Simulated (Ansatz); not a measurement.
Reaction (ligand exchange at the Si–C bond): `C=C[SiH2]CN` + `O[SiH](F)F` → `C=C[SiH2]O[SiH](F)F` + CH₃NH₂

Calculated with Ansatz (gas phase, PBE0-D4/def2-TZVP geometries, no zero-point term in ΔE). CCSD(T)/CBS adds triple-zeta CCSD(T) − MP2 to the extrapolated MP2 energy (def2 sets, frozen cores). DFT in def2-TZVPP. Each species was taken in one conformer, which may not be the lowest.

| level | ΔE (kJ/mol) |
| --- | --- |
| PBE-D4 | -111.8 |
| r2SCAN | -125.9 |
| SCS-MP2/def2-QZVPP | -134.5 |
| HF/CBS(def2) | -156.6 |

Task: What does CCSD(T)/CBS give? (Best estimate.)

Result: Ansatz gave: -129.2 kJ/mol. The listed levels differ from it by 17.4, 3.3, -5.3, -27.4 kJ/mol.

Largest T1 diagnostic among the species: 0.012.

In def2-TZVPP, CCSD(T) changes the Hartree–Fock value by +25.6 kJ/mol (the triples alone add +4.1 kJ/mol) and MP2 by +25.4 kJ/mol. From PBE to PBE0 (25 % exact exchange), in def2-TZVPP and without D4, ΔE moves by −8.4 kJ/mol.
